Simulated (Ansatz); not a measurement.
**Molecular dynamics, step by step**

BH$_{4}$Cl$_{2}$OF, closed shell, PBE0-D4/def2-SVP (Ansatz 0.2.0). Settings (timestep in fs, temperature in K; T counts 21 degrees of freedom):

```yaml
hamiltonian: {xc: pbe0, dispersion: d4}
md: {n_steps: 30, timestep: 0.5, temperature: 300, ensemble: nvt_nose_hoover, seed: 841, initial_velocities: maxwell_boltzmann}
```

Start, the saddle point found with PBE0-D4 in triple zeta (not stationary at another level):

```xyz
9
angstrom
B -0.0511 0.6425 -0.4563
H -0.4640 -0.5301 -1.0300
Cl 1.2438 1.1921 -1.5579
Cl -1.5786 1.5971 -0.4175
H 0.4478 -0.8821 0.9327
O 0.4388 0.3395 0.9073
H -0.1708 -1.1998 -0.4474
F 0.2670 -1.8995 0.4971
H -0.1327 0.7402 1.5720
```

```csv
step,time (fs),potential energy less the start (meV),kinetic energy (meV),T (K)
0,0.00,0.0,271.4,300
2,1.00,30.6,241.6,267
4,2.00,84.0,189.1,209
6,3.00,107.7,165.4,183
8,4.00,101.5,170.9,189
10,5.00,112.1,159.8,177
12,6.00,159.6,113.6,126
14,7.00,178.6,95.2,105
16,8.00,137.1,135.4,150
18,9.00,102.2,170.1,188
20,10.00,97.4,175.8,194
22,11.00,82.3,191.5,212
24,12.00,33.7,239.9,265
26,13.00,-27.0,300.0,332
28,14.00,-55.2,328.3,363
30,15.00,-52.0,326.6,361
```

Step 10, positions (Å) and forces (eV/Å):

```json
{"atom": "B1", "x": "-0.077", "y": "0.657", "z": "-0.448", "Fx": "1.268", "Fy": "-0.052", "Fz": "0.467"}
{"atom": "H2", "x": "-0.539", "y": "-0.528", "z": "-1.067", "Fx": "0.049", "Fy": "-0.097", "Fz": "-0.073"}
{"atom": "Cl3", "x": "1.245", "y": "1.184", "z": "-1.558", "Fx": "-0.286", "Fy": "-0.134", "Fz": "0.202"}
{"atom": "Cl4", "x": "-1.574", "y": "1.590", "z": "-0.418", "Fx": "-0.530", "Fy": "0.284", "Fz": "0.039"}
{"atom": "H5", "x": "0.374", "y": "-0.884", "z": "0.851", "Fx": "0.334", "Fy": "-0.499", "Fz": "0.495"}
{"atom": "O6", "x": "0.448", "y": "0.342", "z": "0.930", "Fx": "-0.347", "Fy": "0.443", "Fz": "-1.506"}
{"atom": "H7", "x": "-0.178", "y": "-1.214", "z": "-0.602", "Fx": "-0.069", "Fy": "0.333", "Fz": "0.428"}
{"atom": "F8", "x": "0.271", "y": "-1.879", "z": "0.488", "Fx": "-0.099", "Fy": "-0.458", "Fz": "-0.356"}
{"atom": "H9", "x": "-0.125", "y": "0.732", "z": "1.591", "Fx": "-0.320", "Fy": "0.180", "Fz": "0.303"}
```

Step 24, positions (Å) and forces (eV/Å):

```tsv
atom	x	y	z	Fx	Fy	Fz
B1	-0.065	0.675	-0.416	1.429	0.224	0.818
H2	-0.618	-0.559	-1.142	-0.294	0.601	-0.469
Cl3	1.245	1.170	-1.556	-0.401	-0.256	0.253
Cl4	-1.575	1.582	-0.419	-0.572	0.246	-0.042
H5	0.399	-0.997	0.917	0.244	-0.087	-0.040
O6	0.447	0.360	0.931	-1.638	1.401	0.143
H7	-0.233	-1.093	-0.686	0.123	-0.128	0.397
F8	0.275	-1.865	0.470	0.151	-1.445	0.258
H9	-0.160	0.743	1.634	0.958	-0.555	-1.318
```

Step 26, positions (Å) and forces (eV/Å):

```tsv
atom	x	y	z	Fx	Fy	Fz
B1	-0.058	0.678	-0.409	1.233	0.320	0.677
H2	-0.630	-0.558	-1.159	-0.367	0.716	-0.544
Cl3	1.244	1.168	-1.555	-0.365	-0.253	0.244
Cl4	-1.575	1.582	-0.419	-0.489	0.214	-0.035
H5	0.416	-1.011	0.938	0.151	-0.320	-0.304
O6	0.444	0.366	0.930	-0.881	0.914	-0.468
H7	-0.245	-1.063	-0.690	0.212	-0.298	0.460
F8	0.275	-1.866	0.467	0.229	-1.180	0.481
H9	-0.148	0.735	1.614	0.276	-0.112	-0.511
```

Last step (30):

```xyz
9
angstrom
B -0.0402 0.6848 -0.3921
H -0.6616 -0.5368 -1.2059
Cl 1.2425 1.1634 -1.5539
Cl -1.5771 1.5803 -0.4198
H 0.4540 -1.0477 0.9708
O 0.4368 0.3772 0.9252
H -0.2662 -1.0120 -0.6864
F 0.2769 -1.8703 0.4622
H -0.1268 0.7235 1.5731
```

The run took about 46 s on 4 CPU threads of an Intel Xeon Platinum 8259CL (shared host).
